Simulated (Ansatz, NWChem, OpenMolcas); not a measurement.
A ladder of methods for ZrO2 (zirconia)

ZrO2 has 3 atoms, charge 0, and is taken as a singlet. As SMILES, `[O]=[Zr]=[O]`. The coordinates come from a PBE0-D4/def2-TZVP relaxation.

```xyz
3

O     0.6545    1.2525    0.3884
Zr    0.3485   -0.4817    0.3518
O    -1.0030   -0.7708   -0.7401
```

Quantity: the dipole moment, in D. The values are calculated.

| level | kind | program | value (D) | less CCSD(T)/def2-TZVP |
| --- | --- | --- | --- | --- |
| HF/def2-TZVP (core potential) | Hartree–Fock | NWChem | 9.47 | +1.61 |
| BLYP/def2-TZVP (core potential) | GGA | NWChem | 7.32 | -0.54 |
| revPBE/def2-TZVP (core potential) | GGA | OpenMolcas | 7.32 | -0.54 |
| TPSS/def2-TZVP (core potential) | meta-GGA | OpenMolcas | 7.54 | -0.32 |
| r2SCAN/def2-TZVP (core potential) | meta-GGA | NWChem | 7.75 | -0.11 |
| BHLYP/def2-TZVP (core potential) | global hybrid | NWChem | 8.49 | +0.63 |
| wB97X/def2-TZVP (core potential) | range-separated hybrid | NWChem | 8.37 | +0.51 |
| CCSD(T)/def2-TZVP (core potential) | coupled cluster or CI | Ansatz | 7.86 | 0.00 |

CCSD(T)/def2-TZVP (core potential) is the highest level here, not the true value. The values span 7.32 to 9.47 D.
